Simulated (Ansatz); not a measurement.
Input for Ansatz (an electronic-structure program): U-CCSD(T)/cc-pVTZ on AsF2 (SMILES F[As]F), 2S+1 = 2, atoms moved off the minimum. The run froze 16 orbitals, filled d shells among them.

Ansatz 0.2 input:
```yaml
crystal:
  periodic: [false, false, false]
  atoms:
    - {symbol: F, position_ang: [-1.26686040, -0.80934922, 0.02768386]}
    - {symbol: As, position_ang: [-0.00465242, 0.39704428, 0.01041878]}
    - {symbol: F, position_ang: [1.33707950, -0.70583552, -0.03401257]}
basis:
  gaussian:
    orbitals: cc-pVTZ
magnetization: {spin_polarized: true, initial_magnetization: 1}
correlation: {method: ccsd_t, electrons: outside_noble_gas}
scf: {omitted_lower_state_checks: [cluster_reference]}
output: {forces: true}
```

Question: What total energy does the run end on?

Answer: -2433.8724 hartree (reference determinant -2433.2276, T1 diagnostic 0.018).

Question: How many basis functions does it have, and what does it roughly cost on one machine?

Answer: 103 functions; roughly 80 core-seconds.
